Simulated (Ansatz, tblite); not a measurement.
Cost and result up the ladder for TeF2 (3 atoms). The state is a singlet with charge 0. Geometry: PBE0-D4/def2-TZVP.

```tsv
atom	x (Å)	y (Å)	z (Å)
Te1	0.516	-0.668	-0.125
F2	-1.327	-0.396	-0.444
F3	0.811	1.065	0.569
```

Ansatz on 4 threads of Intel Xeon on a shared host; xTB runs through tblite on one thread. Times are rough, summed over both states, and most runs start from the orbitals of an earlier one. PBE0-D4/def2-TZVP serves as the yardstick here, not as an exact answer. The other state is a triplet.

In the def2 sets Te takes a core potential; there is no spin–orbit coupling. The xTB rows come from tblite.

xTB has no spin-polarisation term.

| level | functions | wall time | vertical triplet (eV) | difference from PBE0-D4/def2-TZVP (eV) |
| --- | --- | --- | --- | --- |
| GFN2-xTB | 17 | 0.011 s | 3.22 | 1.66 |
| GFN1-xTB | 17 | 0.013 s | 2.70 | 1.14 |
| PBE-D4/def2-TZVP | 112 | 3.5 s | 1.52 | -0.04 |
| PBE0-D4/def2-TZVP (with forces) | 112 | 5.3 s | 1.56 | 0.00 |
| r2SCAN-D4/def2-TZVP | 112 | 5.8 s | 1.45 | -0.11 |
